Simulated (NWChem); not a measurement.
Species: ZnICl; SMILES [Cl][Zn][I]

All runs: NWChem. Medium grid unless said otherwise, to which SCAN and Minnesota functionals are sensitive. Geometry: optimised at PBE0/def2-SVP. def2 effective core potentials on I; no spin-orbit coupling. Hybrids' shares of exact exchange are those that their runs print; pure functionals count as 0. The functionals differ in more than this share.

```
row                                   share of exact exchange  highest occupied level (eV)
------------------------------------  -----------------------  ---------------------------
PBE/def2-SVP                                             0.00                        -6.74
LDA (Slater exchange, VWN5)/def2-SVP                     0.00                        -6.89
TPSSh/def2-SVP                                           0.10                     withheld
B3LYP/def2-SVP                                           0.20                        -7.61
M06/def2-SVP                                             0.27                        -7.84
BHandHLYP/def2-SVP                                       0.50                        -8.85
```

Problem. Fit a straight line of the last column on the one before it, predict the withheld value, and compare with the run.

Solution. 
1. Means of the 5 shown rows: x = 0.194, y = -7.586. Slope Σ(x − x̄)(y − ȳ)/Σ(x − x̄)² = -0.7054/0.1747 = -4.037; intercept -6.803.
2. The shown rows scatter about the line by 0.055 (root mean square); the largest residual is -0.09, at LDA (Slater exchange, VWN5)/def2-SVP.
3. At x = 0.10 (TPSSh/def2-SVP; inside the shown range) the line gives -7.21.
4. The run gives -7.33, -0.12 from the line, 2.2 times the scatter.
